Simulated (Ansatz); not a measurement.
```yaml
crystal:
  periodic: [false, false, false]
  atoms:
    - {symbol: F, position_ang: [0.648489, -0.825441, 1.979703]}
    - {symbol: Si, position_ang: [0.419984, -0.657505, 0.404278]}
    - {symbol: F, position_ang: [1.105874, -1.930357, -0.282594]}
    - {symbol: Si, position_ang: [-1.889703, -0.739388, -0.022888]}
    - {symbol: Si, position_ang: [1.556920, 1.272112, -0.308308]}
    - {symbol: H, position_ang: [-2.546400, 0.413079, 0.649192]}
    - {symbol: H, position_ang: [-2.113674, -0.634193, -1.489138]}
    - {symbol: H, position_ang: [-2.470822, -2.010559, 0.482098]}
    - {symbol: H, position_ang: [0.962316, 2.458499, 0.362544]}
    - {symbol: H, position_ang: [3.002420, 1.181176, 0.024626]}
    - {symbol: H, position_ang: [1.389999, 1.415576, -1.778915]}
basis:
  gaussian: {orbitals: pcseg-2, point_charges: [{charge: 0.50, position_ang: [5.512, 0.308, -0.259]}]}
hamiltonian: {xc: {name: wB97M-V}}
```

```sh
$ ansatz run in.yaml --threads 4 --pin off --events-out ev --progress --plain --max-ram 10444MiB
```

It prints (some lines left out):

```
Functional definition: wB97M-V
1396 factors; their error is unknown
315 factors; integrals over basis functions are off by at most 8.9e-6 eV
mean field evaluation 1: about -29164.4802 eV, gradient 4.2e1 eV
mean field evaluation 2: about -29164.1191 eV, gradient 5.0e1 eV
mean field evaluation 4: about -29167.3719 eV, gradient 4.8e-1 eV
mean field evaluation 8: about -29167.4108 eV, gradient 1.3e-1 eV
mean field evaluation 16: about -29167.4109 eV, gradient 3.5e-5 eV
mean field -29167.41088038 eV, -1071.8825794727 hartree, gradient 3.5e-5 eV, S^2 0.000000; 0 other end points of the search recorded, 0 dependent functions left out
reference -29167.41095541 eV, -1071.8825822300 hartree; 33, 33 occupied and 213, 213 virtual orbitals, 1396 factors
Total energy: -29167.41095541 eV, -1071.8825822300 hartree
```

It took 6.5 s on 4 threads of an AMD EPYC 7B13 on a shared host, with 0.7 GiB of host memory at the peak.
